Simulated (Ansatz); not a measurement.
One change: `NCO[SiH2]Cl` becomes `NCO[SiH3]`.

Ansatz, PBE0-D4/def2-TZVP geometries, multiplicity 1. Each molecule was computed in one conformer, which needn't be the lowest.

```
                                          property  `NCO[SiH2]Cl`
               HOMO–LUMO gap (PBE/def2-TZVPP) / eV           6.02
                HOMO energy (PBE0/def2-TZVPP) / eV          -7.82
size of the dipole moment (ωB97M-V/def2-TZVPP) / D           1.48
                LUMO energy (PBE0/def2-TZVPP) / eV           0.56
    zero-point energy (PBE0-D4/def2-TZVP) / kJ/mol          209.4
  size of the dipole moment (B3LYP/def2-TZVPP) / D           1.49
```

Question: What does the change do to each property? (Estimate.)

Answer: The calculation gave: 
| property | `NCO[SiH3]` | shift |
| --- | --- | --- |
| HOMO–LUMO gap (PBE/def2-TZVPP) / eV | 5.71 | -0.31 |
| HOMO energy (PBE0/def2-TZVPP) / eV | -7.68 | 0.14 |
| size of the dipole moment (ωB97M-V/def2-TZVPP) / D | 0.16 | -1.32 |
| LUMO energy (PBE0/def2-TZVPP) / eV | 0.38 | -0.18 |
| zero-point energy (PBE0-D4/def2-TZVP) / kJ/mol | 224.0 | 14.6 |
| size of the dipole moment (B3LYP/def2-TZVPP) / D | 0.16 | -1.33 |

With PBE0 the HOMO rises by 0.14 eV and the LUMO falls by 0.18 eV, so the gap narrows by about 0.32 eV. PBE moves the HOMO by 0.14 eV and ωB97M-V by 0.12 eV. Dipoles are sizes alone; their direction can turn.

B3LYP here is the variant with VWN-RPA as its local correlation; programs differ in this.
